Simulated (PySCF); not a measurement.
**Ti⁺: ionisation energy**

Ti⁺ [Ar] 3d2 4s1 [3d3/2^2 4s1/2^1, M_J = 3/2] → Ti²⁺ [Ar] 3d2 [3d3/2^2, M_J = 2], as a difference of total energies. All numbers are calculated (PySCF 2.14, the two-component X2C-1e Hamiltonian, in x2c-QZVPPall-2c (11s9p5d3f2g, 102 functions)). Correlated levels: [Ne] frozen; the 8 highest virtual spinors dropped. "Screened" scales the spin-orbit matrix elements by Boettger's factors to mimic the two-electron term; Breit and QED terms are absent.

```
                    method  ionisation energy (eV)
           GHF (spin-free)                  12.946
          GMP2 (spin-free)                  13.569
 GHF (screened spin-orbit)                  12.944
GMP2 (screened spin-orbit)                  13.568
```

Question: How much does correlation contribute at GMP2 (screened spin-orbit)?

Answer: 13.568 − (12.944) = 0.624 eV, measured against GHF (screened spin-orbit).

Errors of the correlated levels include the incompleteness of this basis and the frozen core.

The labels give the starting determinants; with spin-orbit coupling the two ends relaxed to ⟨J²⟩ = 6.65, ⟨L²⟩ = 12.00, ⟨S²⟩ = 3.75 and ⟨J²⟩ = 7.85, ⟨L²⟩ = 12.00, ⟨S²⟩ = 2.00.

The determinant of Ti⁺ and of Ti²⁺ mixes levels of different J (the jj label is only the starting occupation), so the difference between spin-free and spin-orbit rows is not the physical spin-orbit shift.

For comparison: 13.575 eV (measured; NIST Atomic Spectra Database, ionization energies).
